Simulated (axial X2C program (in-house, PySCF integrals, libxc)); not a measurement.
**Worked dissociation energy of CsP: PBE0, scalar-relativistic**

Computed with an axial X2C code built on PySCF integrals. Spin-free means the one-electron spin-free X2C Hamiltonian. Basis: Cs dyall-cv3z [15s15p9d4f1g], P dyall-v3z [8s7p2d1f] (cores contracted in-house); Gaussian nuclei, density fitting, unrestricted open shells. Masses: Cs 132.905 u, P 30.974 u.

Molecular state: M_S = 1, Λ = 0 (beyond evenly filled blocks: π+α, π-α).

| Item | Value |
| --- | --- |
| E(Cs) (2M_S = 1, M_L = 0) | -7785.824593 hartree |
| E(P) (2M_S = 3, M_L = 0) | -341.969706 hartree |
| E(CsP) at Re | -8127.846662 hartree |
| ωe | 167.3 cm⁻¹ |
| ωexe | 0.576 cm⁻¹ |

Question: Work out De and D0.

Answer: De = -7785.824593 + (-341.969706) − (-8127.846662) = 0.05236 hartree = 1.425 eV. The zero-point energy is ωe/2 − ωexe/4 = 84 cm⁻¹ = 0.010 eV, so D0 = 1.415 eV.

The state is a single determinant with fixed occupations, the lowest that a limited PBE0 search found. Dissociation energies refer to the lowest single-determinant-based atoms at the same level and basis. PBE0 can misorder states that lie within some tenths of an eV, so this need not be the ground state of the molecule. The nearest other spin-free determinant of the search, M_S = 1, Λ = 1, lies 0.32 eV up at the distance of the search.

Each atomic determinant is the lowest at this level and need not be a pure term. Totals compare only within one Hamiltonian and basis.
